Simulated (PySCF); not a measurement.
C7H13: g tensor and hyperfine couplings

Species: C₇H₁₃ (doublet state).
SMILES with atom numbers: `[CH2:1]=[CH:2][C@@H:3]([CH3:4])[CH2:5][CH:6][CH3:7]` (hydrogens: H8, H9 on C1; H10 on C2; H11 on C3; H12, H13, H14 on C4; H15, H16 on C5; H17 on C6; H18, H19, H20 on C7)

Structure used (GFN2-xTB), in Å, numbered top down from 1:
```xyz
20
C7H13 angstrom
C     -1.821    1.687    0.264
C     -1.567    0.504   -0.264
C     -0.588   -0.482    0.284
C     -1.274   -1.824    0.538
C      0.593   -0.674   -0.719
C      1.420    0.537   -0.864
C      2.592    0.784    0.004
H     -2.533    2.367   -0.171
H     -1.327    2.024    1.160
H     -2.077    0.191   -1.166
H     -0.176   -0.104    1.225
H     -2.082   -1.703    1.256
H     -0.565   -2.548    0.934
H     -1.691   -2.220   -0.386
H      0.158   -0.960   -1.681
H      1.205   -1.502   -0.354
H      1.028    1.361   -1.437
H      3.063   -0.152    0.301
H      3.328    1.409   -0.501
H      2.308    1.315    0.923
```

The hyperfine couplings belong to this conformer and change with its torsions.

Method: PySCF 2.14.0, UKS B3LYP, pcH-1 on C H, non-relativistic, mean-field spin-orbit, GIAO. The structure is a single GFN2-xTB conformer in the gas phase; no vibrational or solvent corrections. The geometry wasn't refined by DFT: couplings that depend on bond lengths, twists or pyramidal angles can differ widely from those at the functional's own minimum. The SCF solution wasn't tested for stability.

```
g1, g2, g3                      : 2.00216, 2.00277, 2.00293
g_iso                           : 2.00262
Form of g                       : rhombic: the two nearest values differ by 21 % of g3 − g1
⟨S²⟩                            : 0.7538 (exact 0.7500)
α and β electrons               : 28, 27
HOMO–LUMO gap, α and β orbitals : 5.26, 6.01 eV
Total energy                    : -274.52554 Eh
```

Hyperfine couplings atom by atom, in MHz; T1 to T3 are the principal values of the dipolar part:

```csv
atom,isotope,a_iso,T1,T2,T3,Mulliken spin population
C1,13C,2.0,-0.4,-0.3,0.7,0.00
C2,13C,-1.4,-1.0,-0.5,1.5,0.00
C3,13C,74.6,-6.7,-6.3,13.0,0.06
C4,13C,0.8,-1.1,-1.1,2.2,0.01
C5,13C,-31.0,-1.9,-0.8,2.7,-0.08
C6,13C,104.7,-80.7,-79.9,160.5,1.02
C7,13C,-32.7,-2.3,-0.2,2.5,-0.09
H8,1H,0.3,-0.9,-0.8,1.7,0.00
H9,1H,0.6,-1.7,-1.3,3.0,0.00
H10,1H,-0.2,-1.8,-1.4,3.2,0.00
H11,1H,-4.5,-5.6,-1.6,7.1,0.00
H12,1H,5.0,-1.4,-0.5,1.9,0.00
H13,1H,0.4,-1.5,-0.9,2.4,0.00
H14,1H,-0.4,-1.5,-0.7,2.3,0.00
H15,1H,50.9,-5.3,-4.4,9.7,0.02
H16,1H,17.2,-5.2,-4.1,9.3,0.01
H17,1H,-59.1,-38.0,-0.7,38.7,-0.04
H18,1H,24.4,-4.8,-4.1,8.9,0.01
H19,1H,52.2,-4.9,-4.6,9.5,0.02
H20,1H,153.0,-5.3,-3.0,8.3,0.07
```

The largest Mulliken spin populations are on C6 (+1.02), C7 (-0.09), C5 (-0.08) and H20 (+0.07). No atom but C6 exceeds +0.15. The positive populations add up to 1.21 and the negative ones to -0.21, together 2S = 1. The angles at C6 add up to 358.3°, so it is nearly planar; its axial dipolar tensor and the negative coupling of its proton fit spin in a p orbital normal to that plane.

Axes: g3 points within 7° of the C6–H17 bond.

Under fast tumbling the dipolar parts average out, and these isotropic splittings remain: 3 × 1H (H18/H19/H20, I = 1/2, 4 lines) with 2.73 mT, 1 × 1H (H17, I = 1/2, 2 lines) with 2.11 mT, 1 × 1H (H15, I = 1/2, 2 lines) with 1.81 mT, 1 × 1H (H16, I = 1/2, 2 lines) with 0.61 mT, 1 × 1H (H11, I = 1/2, 2 lines) with 0.16 mT and 3 × 1H (H12/H13/H14, I = 1/2, 4 lines) with 0.06 mT.

Nuclei that the bonding pattern makes equivalent are averaged, as if the motion that swaps them (rotation, inversion, ring flip) were fast. The three 1H nuclei of mean +76.5 MHz run from 24.4 to 153.0 MHz in the frozen geometry. The three 1H nuclei of mean +1.6 MHz run from -0.4 to 5.0 MHz in the frozen geometry.

The 13C coupling of C6 (104.7 MHz) shows only in satellite lines or after enrichment, since that isotope makes up about 1.07 % of natural carbon.

β density exceeds α density at some nuclei, such as C7 (-0.0291), C5 (-0.0276) and H17 (-0.0132), spin density in bohr⁻³. In a single determinant that takes different orbitals for the two spins, that is spin polarisation.
